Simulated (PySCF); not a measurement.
**A small calculation by hand: chemical shift, span and skew from a shielding tensor**

ethynylcyclopropane (C5H6), SMILES C#CC1CC1. Atoms are numbered in the order given.

```xyz
11

C      2.2808     0.1827     0.0000
C      1.1189    -0.1647     0.0000
C     -0.2622    -0.5755     0.0000
C     -1.3038     0.2396     0.7492
C     -1.3038     0.2396    -0.7492
H      3.3094     0.4886     0.0000
H     -0.4117    -1.6610     0.0000
H     -0.9526     1.1362     1.2655
H     -2.0858    -0.3146     1.2749
H     -2.0858    -0.3146    -1.2749
H     -0.9526     1.1362    -1.2655
```

The structure is a stationary point at B3LYP-D3(BJ)/def2-SVP.

GIAO shieldings from PBE/pcSseg-1 (PySCF), non-relativistic, no solvent. The symmetric part of the tensor of C3 has the principal values 146.1, 159.1, 224.2 ppm. The same nucleus in TMS has σ = 182.0 ppm at this level (PySCF, at its B3LYP-D3(BJ)/def2-TZVP geometry).

Work out the isotropic shielding, the ¹³C shift against TMS, the span and the skew.


σ(iso) = (σ11 + σ22 + σ33)/3 = 176.5 ppm. δ = σ(ref) − σ(iso) = 182.0 − (176.5) = 5.5 ppm.
Span Ω = σ33 − σ11 = 78.1 ppm. Skew κ = 3(σ(iso) − σ22)/Ω = 0.67. Tumbling in solution averages the tensor to δ; in a static solid the shielding alone would spread this spin-1/2 line over Ω.
